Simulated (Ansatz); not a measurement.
Basis sets compared for InH2(SMe) (CH5InS). Charge 0, multiplicity 1. Geometry B3LYP-D4/def2-TZVP. Ansatz on 4 threads of Arm Neoverse N1 on a shared host; times are rough, and most runs start from earlier orbitals.

| atom | x (Å) | y (Å) | z (Å) |
| --- | --- | --- | --- |
| In1 | -1.1489 | 0.5816 | 1.3669 |
| H2 | -1.8671 | 1.3946 | 0.0281 |
| H3 | -1.5845 | 0.5768 | 3.0268 |
| S4 | 0.7523 | -0.7557 | 0.7802 |
| C5 | 0.9280 | -0.4834 | -1.0277 |
| H6 | 0.0914 | 0.0788 | -1.4371 |
| H7 | 0.9776 | -1.4535 | -1.5186 |
| H8 | 1.8511 | 0.0607 | -1.2185 |

In the def2 sets In takes a core potential, while STO-3G treats all electrons; there is no spin–orbit coupling.

STO-3G and 6-31G are all-electron sets without relativity, so their totals don't compare with the def2 sets.

Binding counts from free atoms (In doublet, H doublet, S triplet, C triplet) in the same basis, without a counterpoise term.

| level | functions | energy (Eh) | HOMO (eV) | LUMO (eV) | binding per atom (eV) | wall time |
| --- | --- | --- | --- | --- | --- | --- |
| HF/STO-3G | 46 | -6116.3930 | -6.14 | 5.80 | 3.25 | 0.4 s |
| HF/def2-TZVP | 148 | -627.5513 | -9.39 | 0.74 | 2.20 | 1.1 s |
| PBE-D4/def2-SVP | 83 | -629.0480 | -5.62 | -2.18 | 3.03 | 0.9 s |
| PBE-D4/def2-TZVP | 148 | -629.2441 | -5.71 | -2.27 | 3.04 | 1.8 s |
| r2SCAN-D4/def2-TZVP (with forces) | 148 | -629.4892 | -5.92 | -2.01 | 3.03 | 4.5 s |
| PBE0-D4/def2-SVP | 83 | -629.0927 | -6.73 | -1.50 | 3.00 | 1.4 s |
| PBE0-D4/def2-TZVP | 148 | -629.2847 | -6.80 | -1.59 | 3.02 | 2.4 s |

Estimate the rows for PBE-D4/def2-TZVPD, r2SCAN-D4/def2-TZVPD, PBE0-D4/def2-TZVPD.


```tsv
level	functions	energy (Eh)	HOMO (eV)	LUMO (eV)	binding per atom (eV)	wall time
PBE-D4/def2-TZVPD	184	-629.2451	-5.74	-2.31	3.04	2.8 s
r2SCAN-D4/def2-TZVPD	184	-629.4899	-5.94	-2.04	3.03	5.5 s
PBE0-D4/def2-TZVPD	184	-629.2855	-6.83	-1.62	3.02	3.4 s
```
